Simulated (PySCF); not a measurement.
# Ionising SrLi

r²SCAN; PySCF, scalar-relativistic core potentials, basis sets Sr def2-SVP with ECP28, Li def2-SVP. Neutral (UKS): doublet (σ ↑), Re = 3.664 Å, ωe = 174 cm⁻¹, De = 0.41 eV, HOMO -2.86 eV, LUMO -1.81 eV.

SrLi⁺ (UKS): singlet (closed shell), Re = 3.462 Å, ωe = 225 cm⁻¹, De = 1.30 eV to Sr + Li⁺. The energies at the minima are -38.16564 hartree for SrLi and -38.00412 for SrLi⁺.

Q: Work out the adiabatic ionisation energy, without and with harmonic zero-point energies (1 hartree = 27.2114 eV, 1 eV = 8065.5 cm⁻¹), and the change of the bond length.

A: At r²SCAN: 0.16152 hartree = 4.395 eV between the minima; the zero-point term (225.0 − 174.0)/2 cm⁻¹ = +0.003 eV makes it 4.398 eV. Re changes by -20.2 pm against the neutral. The electron leaves a σ orbital, and the shorter bond of the ion fits an antibonding orbital, or a change in how ionic the bond is.

Closed-shell solutions of metal pairs were not tested for spin polarisation, which can lower them a little. Weak bonds: SrLi. Basis-set superposition, not corrected here, can be much of De in a small basis, most of all at correlated wavefunction levels. For an ion De counts to the pair picked by the measured ionisation energies or electron affinities, which need not be the lowest pair at this level. States were picked by a PBE0 search and need not be the measured ground states.
